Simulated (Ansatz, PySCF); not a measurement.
C3H8O2Si, SMILES [C@H]1(O)CO[SiH2]C1. Atoms are numbered in the order given.

```xyz
14

O     -1.5233     0.0963     1.1559
C     -1.2030     0.2522    -0.2073
C     -0.1980     1.4012    -0.2871
O      1.0809     0.9430     0.0962
Si     1.2133    -0.7315     0.0378
C     -0.4909    -1.0005    -0.7362
H     -2.0151    -0.7247     1.2592
H     -2.1042     0.5003    -0.8037
H     -0.5183     2.2104     0.3881
H     -0.1674     1.8007    -1.3179
H      2.3540    -1.1427    -0.8320
H      1.4055    -1.3376     1.3867
H     -1.0278    -1.9239    -0.4696
H     -0.4083    -0.9716    -1.8356
```
Charge 0, spin multiplicity 1.

The structure is a stationary point at PBE0-D3(BJ)/def2-SVP. The structure was generated by enumeration; whether it is a known compound was not checked. One conformer was computed; it need not be the lowest.

Two levels are set side by side: PBE-D3(BJ)/def2-SVP (Ansatz, a quantum-chemistry and plane-wave program) and PBE0-D3(BJ)/def2-SVP (Ansatz). Each level has its own optimised geometry; the coordinates shown are those of the second. Frequencies come from the Hessian of PySCF at each geometry. Differences are taken from unrounded values.

| quantity | PBE0-D3(BJ) | PBE-D3(BJ) | PBE-D3(BJ) minus PBE0-D3(BJ) |
|---|---|---|---|
| mean bond length (Å) | 1.352 | 1.363 | 0.011 |
| bond O1–C2 (Å) | 1.409 | 1.424 | 0.015 |
| bond C2–C3 (Å) | 1.529 | 1.539 | 0.010 |
| bond C2–C6 (Å) | 1.535 | 1.544 | 0.009 |
| bond C3–O4 (Å) | 1.412 | 1.427 | 0.015 |
| bond O4–Si5 (Å) | 1.681 | 1.698 | 0.017 |
| bond Si5–C6 (Å) | 1.891 | 1.903 | 0.012 |
| bond O1–H7 (Å) | 0.963 | 0.975 | 0.012 |
| bond C2–H8 (Å) | 1.109 | 1.119 | 0.010 |
| bond C3–H9 (Å) | 1.102 | 1.111 | 0.009 |
| bond C3–H10 (Å) | 1.106 | 1.115 | 0.009 |
| bond Si5–H11 (Å) | 1.492 | 1.504 | 0.011 |
| bond Si5–H12 (Å) | 1.491 | 1.503 | 0.012 |
| bond C6–H13 (Å) | 1.101 | 1.109 | 0.008 |
| bond C6–H14 (Å) | 1.103 | 1.111 | 0.008 |
| highest harmonic wavenumber (cm⁻¹) | 3885 | 3705 | -180 |
| mean harmonic wavenumber (cm⁻¹) | 1353 | 1302 | -51 |
| zero-point energy (kcal/mol) | 69.62 | 67.01 | -2.61 |

GGA bonds tend to be longer and softer than those of functionals with exact exchange. Differences between two approximate levels are no errors against the true value.
